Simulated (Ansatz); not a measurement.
`O[SiH]1BO1` + NH₃ → `N[SiH]1BO1` + H₂O at 600 K and 1 bar (ligand exchange at the Si–O bond).

Program: Ansatz. Geometries: PBE0-D4/def2-TZVP. ΔE: electronic, gas phase. CBS: MP2 limit from def2 TZ/QZ plus the TZ coupled-cluster correction, frozen cores. This one scheme is used for every species. One conformer a species, not always the lowest.

```json
{"species": "`O[SiH]1BO1`", "CCSD(T)/CBS energy (Eh)": "-466.08929", "H − E (kJ/mol)": "148.5", "S (J/(mol·K))": "359.9"}
{"species": "NH₃", "CCSD(T)/CBS energy (Eh)": "-56.50880", "H − E (kJ/mol)": "112.4", "S (J/(mol·K))": "219.5"}
{"species": "`N[SiH]1BO1`", "CCSD(T)/CBS energy (Eh)": "-446.20721", "H − E (kJ/mol)": "184.1", "S (J/(mol·K))": "371.8"}
{"species": "H₂O", "CCSD(T)/CBS energy (Eh)": "-76.37941", "H − E (kJ/mol)": "76.8", "S (J/(mol·K))": "212.8"}
```

H − E and S are ideal-gas, rigid-rotor, harmonic terms from PBE0-D4/def2-TZVP, for one conformer and one mirror image of each species. 1 Eh = 2625.50 kJ/mol, R = 8.31446 J/(mol·K).

**Question.** By hand: ΔE, ΔH, ΔS and ΔG.

**Answer.** ΔE = (-446.20721) + (-76.37941) − (-466.08929) − (-56.50880) = 0.01147 Eh = 30.1 kJ/mol. Δ(H − E) = 184.1 + 76.8 − 148.5 − 112.4 = 0.0, so ΔH = 30.1 kJ/mol. ΔS = 371.8 + 212.8 − 359.9 − 219.5 = 5.2 J/(mol·K). ΔG = 30.1 − 600 × (5.2)/1000 = 27.0 kJ/mol.

**Question.** By hand: the equilibrium constant, and the temperature at which ΔG would vanish if ΔH and ΔS stayed fixed.

**Answer.** log₁₀ K = −ΔG/(RT ln 10) = -2.4. ΔG = 0 at ΔH/ΔS = 5788 K, far beyond where these terms or the molecules hold.

The number of gas molecules stays the same, so ΔS is small and ΔH decides. A doubt of 5 kJ/mol in ΔE shifts log₁₀ K by 0.4 here. Other conformers and mirror images would add mixing entropy, several J/(mol·K) or more a flexible species. These are equilibria of isolated gas molecules and say nothing of rates. Largest T1 diagnostic: 0.016 (customary marks: 0.02 for closed shells, 0.045 for open ones).
